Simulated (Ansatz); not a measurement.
## Ligand exchange: CH8O3Si2 + Mg(OH)2 → CH8O4Si2 + MgH(OH)

Species: CH8O3Si2 `CO[SiH](O)O[SiH3]`, singlet; Mg(OH)2, singlet; CH8O4Si2 `CO[Si](O)(O)O[SiH3]`, singlet; MgH(OH), singlet. The partners trade H for OH: Si–H and Mg–OH bonds give way to Si–OH and Mg–H.

Shapes, held fixed at every level: PBE0-D4/def2-TZVP. Flexible molecules stand in one conformer, not always the lowest. Programs: Ansatz 0.2.0. Electronic energies: no zero-point or thermal term.

Estimate ΔE of this reaction.

The highest level, CCSD(T)/def2-TZVPP, gives ΔE = -9.8 kJ/mol; the levels span -13.7 to -0.7. The column of differences is taken from that level and isn't an error. No measured value is set beside it here. Correlated rows may include outer-core shells of Mg, which these sets cover unevenly.

```tsv
level	kind	ΔE (kJ/mol)	less CCSD(T)/def2-TZVPP
B3LYP-D4/def2-TZVPP	global hybrid	-9.0	+0.8
PBE0-D4/def2-TZVPP	global hybrid	-12.1	-2.3
wB97M-V/def2-TZVPP	range-separated hybrid	-13.7	-3.9
wB97X-V/def2-TZVPP	range-separated hybrid	-10.4	-0.6
MP2/def2-TZVPP	perturbation theory	-0.7	+9.1
CCSD/def2-TZVPP	coupled cluster or CI	-9.8	0.0
CCSD(T)/def2-TZVPP	coupled cluster or CI	-9.8	0.0
```
